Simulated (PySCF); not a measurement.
Radial density of Ca (calcium, neutral)

M06-2X, [Ar] 4s1 5s1, high-spin 3S determinant (an excited configuration). All numbers are calculated (PySCF 2.14, scalar relativity by spin-free X2C-1e, in x2c-TZVPPall with one added diffuse shell each of s, p, d type (7s6p4d, 45 functions)).

```json
{"r (bohr)": "0.00149", "4πr²ρ (e/bohr)": "0.1757", "4πr²(ρα − ρβ)": "0.0001"}
{"r (bohr)": "0.00250", "4πr²ρ (e/bohr)": "0.4529", "4πr²(ρα − ρβ)": "0.0002"}
{"r (bohr)": "0.00421", "4πr²ρ (e/bohr)": "1.148", "4πr²(ρα − ρβ)": "0.0006"}
{"r (bohr)": "0.00708", "4πr²ρ (e/bohr)": "2.792", "4πr²(ρα − ρβ)": "0.0014"}
{"r (bohr)": "0.0119", "4πr²ρ (e/bohr)": "6.310", "4πr²(ρα − ρβ)": "0.0031"}
{"r (bohr)": "0.0200", "4πr²ρ (e/bohr)": "12.57", "4πr²(ρα − ρβ)": "0.0060"}
{"r (bohr)": "0.0337", "4πr²ρ (e/bohr)": "20.32", "4πr²(ρα − ρβ)": "0.0087"}
{"r (bohr)": "0.0567", "4πr²ρ (e/bohr)": "23.46", "4πr²(ρα − ρβ)": "0.0072"}
{"r (bohr)": "0.0954", "4πr²ρ (e/bohr)": "18.50", "4πr²(ρα − ρβ)": "0.0031"}
{"r (bohr)": "0.160", "4πr²ρ (e/bohr)": "19.02", "4πr²(ρα − ρβ)": "0.0182"}
{"r (bohr)": "0.270", "4πr²ρ (e/bohr)": "24.55", "4πr²(ρα − ρβ)": "0.0308"}
{"r (bohr)": "0.454", "4πr²ρ (e/bohr)": "11.69", "4πr²(ρα − ρβ)": "0.0008"}
{"r (bohr)": "0.763", "4πr²ρ (e/bohr)": "6.498", "4πr²(ρα − ρβ)": "0.0978"}
{"r (bohr)": "1.28", "4πr²ρ (e/bohr)": "6.406", "4πr²(ρα − ρβ)": "0.0142"}
{"r (bohr)": "2.16", "4πr²ρ (e/bohr)": "1.252", "4πr²(ρα − ρβ)": "0.1710"}
{"r (bohr)": "3.63", "4πr²ρ (e/bohr)": "0.3636", "4πr²(ρα − ρβ)": "0.3419"}
{"r (bohr)": "6.11", "4πr²ρ (e/bohr)": "0.1012", "4πr²(ρα − ρβ)": "0.1012"}
{"r (bohr)": "10.3", "4πr²ρ (e/bohr)": "0.1341", "4πr²(ρα − ρβ)": "0.1341"}
{"r (bohr)": "17.3", "4πr²ρ (e/bohr)": "0.007444", "4πr²(ρα − ρβ)": "0.0074"}
```

Densities and radii are taken from the X2C orbitals without a picture-change correction, which distorts them close to the nucleus.

The outer electron is Rydberg-like, and this basis confines it to a smaller radius and binds it less than a complete one would.
